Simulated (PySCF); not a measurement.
# NMR problem set

Calculated, not measured (PySCF): geometry from GFN2-xTB, GIAO PBE0/pcSseg-1 shieldings. No solvent, one computed conformer, one averaged value for each set of equivalent atoms, relativity neglected.

Shifts are taken against calculated references (same method and geometry level): TMS for 1H, 13C. Splittings of carbon signals by F and P are missing where no couplings were computed. Where no couplings were computed, multiplicities follow the n + 1 count of equivalent neighbours, and m marks all less simple cases (inequivalent or close neighbours, rings, F or P nearby). Shifts are as computed. Against solution values, carbons near 30 ppm lie about +3 ppm off and those near 130 ppm about +5 ppm; carbons on Cl a further +6 ppm. Of 1211 compounds with measured shifts, 218 miss one by over three times the rms of a fit or turn the order of signals round; such compounds aren't used in these exercises. Carbons bonded to Cl come out too deshielded.

(1) C$_{5}$H$_{13}$NSi. 1H NMR (300 MHz, computed): δ 6.06 (m, 1H), 5.40 (m, 1H), 5.23 (m, 1H), 4.61 (t, 2H), 2.53 (s, 6H), 1.98 (m, 2H). 13C{1H} NMR (computed): δ 140.8 (CH), 120.6 (CH2), 40.9 (CH3), 25.1 (CH2). Identify the compound.

(2) C$_{8}$H$_{13}$ClO. 1H NMR (500 MHz, computed): δ 1.96 (m, 1H), 1.22 (m, 1H), 1.19 (d, 3H), 1.18 (s, 3H), 1.10 (d, 3H), 1.08 (m, 1H), 0.75 (m, 1H). 13C{1H} NMR (computed): δ 183.0 (C), 44.3 (C), 42.6 (CH), 40.4 (CH), 31.1 (CH2), 21.7 (CH3), 21.6 (CH3), 10.5 (CH3). What is it?

(3) C$_{2}$H$_{6}$Cl$_{4}$P$_{2}$Si. 1H NMR (400 MHz, computed): δ 2.73 (m, 2H), 1.67 (m, 4H). 13C{1H} NMR (computed): δ 121.7 (C), 62.2 (CH2). What is it?

Results:

(1) `C=CC[SiH2]N(C)C`. Rings plus π bonds: 1 (no ring in the answer). 4 carbon signals for 5 carbons: some carbons are equivalent by symmetry or fast rotation. Carbon types of the structure: 1 × CH, 2 × CH2, 2 × CH3, leaving 2 H on heteroatoms. δC 140.8: alkene CH; as expected for a trigonal carbon in a double bond. δC 120.6: terminal =CH2 carbon; as expected for a trigonal carbon in a double bond. δH 6.06: hydrogen on an alkene CH; olefinic region. δH 5.40, 5.23: hydrogen on a terminal =CH2 carbon; olefinic region.

The data come from this structure; uniqueness wasn't tested.

(2) `CC(C)[C@@]1(C)C[C@@H]1C(=O)Cl`. The formula gives 2 degrees of unsaturation (1 ring in the answer). 8 carbon signals for 8 carbons: no two carbons are equivalent. Carbon types of the structure: 2 × C, 2 × CH, 1 × CH2, 3 × CH3, which accounts for all hydrogens. δC 183.0: carbonyl carbon. δC 42.6: sp3 CH; a saturated carbon with 3 carbon neighbours and no heteroatom attached. δH 1.19, 1.18, 1.10: hydrogen on a methyl carbon; far from electronegative atoms and π systems. δH 0.75: hydrogen on an sp3 CH; far from electronegative atoms and π systems.

The data come from this structure; uniqueness wasn't tested.

(3) SMILES P[Si](P)(Cl)CC(Cl)(Cl)Cl. 2 carbon signals for 2 carbons: no two carbons are equivalent. Carbon types of the structure: 1 × C, 1 × CH2, leaving 4 H on heteroatoms. δC 121.7: fully substituted sp3 carbon bonded to 3 Cl; 3 electronegative neighbours deshield it. δC 62.2: sp3 CH2 bonded to Si. δH 2.73: hydrogen on an sp3 CH2 bonded to Si. δH 1.67: hydrogen on a phosphorus bonded to Si.

The data come from this structure; uniqueness wasn't tested.
